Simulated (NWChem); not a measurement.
System: CH$_{6}$F$_{2}$Si$_{2}$; SMILES [SiH2](C)[SiH](F)F

The following NWChem deck was run.

```
start job
memory heap 200 mb stack 900 mb global 1100 mb
geometry units angstroms noautosym nocenter noautoz
  Si    -0.010903    -0.988725    -0.390697
  F     -1.281951    -1.434141     0.516010
  F      1.314957    -1.427952     0.437167
  Si    -0.021533     1.341728    -0.600186
  C      0.034115     2.135141     1.105046
  H     -0.046843    -1.803133    -1.635501
  H      1.162727     1.736009    -1.426659
  H     -1.258558     1.733139    -1.346788
  H      0.941436     1.823708     1.644200
  H      0.036006     3.232637     1.024996
  H     -0.840622     1.830852     1.699293
end
basis spherical
  Si library 6-31g*
  F library 6-31g*
  C library 6-31g*
  H library 6-31g*
end
dft
  xc hfexch
  iterations 150
  mulliken
end
task dft energy
esp
  recalculate
  probe 0.07
  range 0.3
  factor 1.0
  spacing 0.02
end
task esp
```

All runs use the structure optimised with PBE0/def2-SVP.

Atomic charges in e: unrestrained fits to the electrostatic potential beside Mulliken populations; buried atoms are poorly determined by the fit.

Atoms are numbered as in the input.

Problem. What results follow from this input? (Hartree-Fock/6-31G* (spherical d).) Quantities: ESP Si1; Mulliken Si1; ESP F2; Mulliken F2; ESP F3; Mulliken F3; ESP Si4; Mulliken Si4; ESP C5; Mulliken C5; relative RMS misfit of the potential (%).

Solution. 
```yaml
ESP Si1: 0.81
Mulliken Si1: 1.29
ESP F2: -0.35
Mulliken F2: -0.54
ESP F3: -0.35
Mulliken F3: -0.54
ESP Si4: 0.34
Mulliken Si4: 0.45
ESP C5: -0.12
Mulliken C5: -0.80
relative RMS misfit of the potential (%): 29
```
